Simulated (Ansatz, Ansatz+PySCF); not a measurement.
```yaml
atoms:
  - { symbol: C, position_ang: [0.0000, 0.0000, -0.6187] }
  - { symbol: F, position_ang: [0.0000, 0.0000, 0.7447] }
  - { symbol: H, position_ang: [0.0000, -1.0360, -0.9966] }
  - { symbol: H, position_ang: [-0.8972, 0.5180, -0.9966] }
  - { symbol: H, position_ang: [0.8972, 0.5180, -0.9966] }
```

Basis set: def2-SVP (spherical functions). Left uncorrelated: 2 orbitals. Charge 0, multiplicity 1.

Computed with Ansatz (development build ahead of 0.2.0); each method stands on the lowest determinant of its kind that the runs found. Restricted open shells among the atoms or ions are ROHF, correlated in semicanonical orbitals with singles. Restricted functionals stand beside restricted open-shell atoms, which can lie above the unrestricted atoms usual in DFT and then raise those values.

The atomization energy at this shape (free ground-state atoms in the same class of orbitals less the molecule, no zero-point energy) of singlet CH3F:

```csv
method,atomization energy
ωB97X (restricted),18.41 eV
ωB97X (unrestricted),18.30 eV
r²SCAN (unrestricted),18.30 eV
r²SCAN (restricted),18.44 eV
PBE0 (restricted),18.39 eV
PBE0 (unrestricted),18.30 eV
PBE (restricted),18.73 eV
PBE (unrestricted),18.67 eV
RHF-MP2,17.58 eV
RHF,13.88 eV
UHF,13.67 eV
```

(1) What does RHF-CCSD(T) give?

## Answers

(1) 17.46 eV.
